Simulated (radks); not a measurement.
Problem. Spherical quantum dot in the effective-mass picture: electrons in a well V = -V0 / (1 + exp((r - R)/a)) with V0 = 28.7, R = 1.68, a = 0.18, with a point charge +2 (a donor) at the centre, all in effective atomic units (hartree* = m*/eps^2 hartree, bohr* = eps/m* bohr), one dielectric constant everywhere. Method: non-relativistic Kohn-Sham, r2SCAN, spin-polarised, spherical densities, generalised Kohn-Sham scheme; computed with a radial shooting solver with Libxc functionals. Levels are named by radial order and angular momentum (1s, 1p, 1d, 2s, ...), and open shells are averaged over m. At N = 16 the configuration is 1s2 1p6 1d(up 5, down 2) 2s(up 1, down 0). Does electron 17 go into 1d down or 2s down or 1f up?

Solution. Into 1d down. The total energies of the other choices lie higher by 0.0977 hartree* (2s down), 2.45 hartree* (1f up).
